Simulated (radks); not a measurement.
The numbers below are computed, except where a source is named.
Excited configurations of the caesium ion Cs46+: one electron is placed in a higher orbital outside [He] 2s2 2p4. The ground configuration is [He] 2s2 2p5. Level of theory: scalar-relativistic Kohn-Sham, SCAN, spin-polarised, spherical densities, finite nucleus; open shells are filled with parallel spins first (spin-orbit coupling, left out, can overturn this in heavy ions); meta-GGA in the generalised Kohn-Sham scheme; Fermi nuclear charge, rms radius 4.8041 fm (a radial shooting solver on a logarithmic mesh with Libxc functionals). Excitation = E - E(ground); binding = E(ion) - E, where the ion is the core of charge +47; n* = 47/sqrt(2 binding) in atomic units. These energies are relativistic, and a one-electron ion of charge +47 with no core already has n* below n in this formula (scalar-relativistic equation, point nucleus: 3p 2.976, 3d 2.991, 4p 3.972, 4d 3.987, 5d 4.985, 5f 4.992, 6d 5.984, 6f 5.991, 7f 6.989). The quantum defect is therefore taken as that value minus n*, so that it holds no relativistic shift of the bare ion.

outer orbital,excitation (eV),binding (eV),n*,quantum defect,eigenvalue (eV),<r> (bohr)
3p,4777.7,3572.2,2.901,0.075,-3537.7,0.2477
3d,4931.4,3418.5,2.965,0.026,-3372.5,0.2153
4p,6371.6,1978.3,3.898,0.074,-1960.2,0.4637
4d,6431.6,1918.2,3.958,0.029,-1897.3,0.4354
5d,7125.6,1224.2,4.955,0.030,-1212.4,0.7189
5f,7143.9,1205.9,4.992,0.000,-1193.1,0.6658
6d,7501.6,848.23,5.953,0.031,-840.46,1.066
6f,7512.2,837.68,5.990,0.001,-829.52,1.015
7f,7734.5,615.41,6.988,0.001,-609.71,1.429

The Delta-SCF ionisation energy is 8349.9 eV (NIST Atomic Spectra Database: 8224 eV, theoretical). Self-interaction in the functional shifts the binding energies and quantum defects, so they are the method's values and not measured ones. Open shells are spherical and high-spin; term and fine-structure splittings are not resolved. Spin-orbit splitting is averaged out at the scalar-relativistic level.
